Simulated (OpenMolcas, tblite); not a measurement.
GaSiH4O (SMILES [SiH3][O][GaH]): the vertical energy of the quartet above the doublet, rung by rung

GaSiH4O has 7 atoms, charge 0, and is taken as a doublet. As SMILES, `[SiH3][O][GaH]`. The shape is that of a PBE0-D4/def2-TZVP optimisation. This is one conformer, not always the lowest.

```xyz
7

Si   -0.9071    0.5767   -0.2445
O     0.2817   -0.3754    0.3404
Ga    1.9723   -0.8958    0.0478
H    -2.0990   -0.2483   -0.5787
H    -0.4737    1.2974   -1.4758
H    -1.2957    1.5865    0.7763
H     2.5215   -1.9410    1.1344
```

Quantity: the vertical energy of the quartet above the doublet, in eV. The values are calculated.

| level | kind | program | value (eV) | less CCSD(T)/cc-pVDZ | CPU time (all runs) |
| --- | --- | --- | --- | --- | --- |
| IPEA1-xTB | semi-empirical | tblite | 6.35 | +0.32 | under 2 s |
| UHF/cc-pVDZ | Hartree–Fock | OpenMolcas | 5.31 | -0.72 | 18 s |
| USVWN5/cc-pVDZ | LDA | OpenMolcas | 5.57 | -0.46 | 88 s |
| UPBE/cc-pVDZ | GGA | OpenMolcas | 5.50 | -0.53 | 2.6 min |
| UM06-L/cc-pVDZ | meta-GGA | OpenMolcas | 5.91 | -0.12 | 3.3 min |
| UB3LYP/cc-pVDZ | global hybrid | OpenMolcas | 5.77 | -0.26 | 2.2 min |
| UPBE0/cc-pVDZ | global hybrid | OpenMolcas | 5.70 | -0.33 | 2 min |
| ROCCSD(T)/cc-pVDZ | coupled cluster or CI | OpenMolcas | 6.03 | 0.00 | 92 s |

ROCCSD(T)/cc-pVDZ is the highest level here, not the true value. All-electron rows without a relativistic Hamiltonian named are non-relativistic. The values span 5.31 to 6.35 eV. In the correlated wave-function rows the outer d shell of Ga is correlated, in sets not made for it. Times are those of the runs behind each value, whatever else they computed, on shared processors of several kinds: orders of magnitude only.
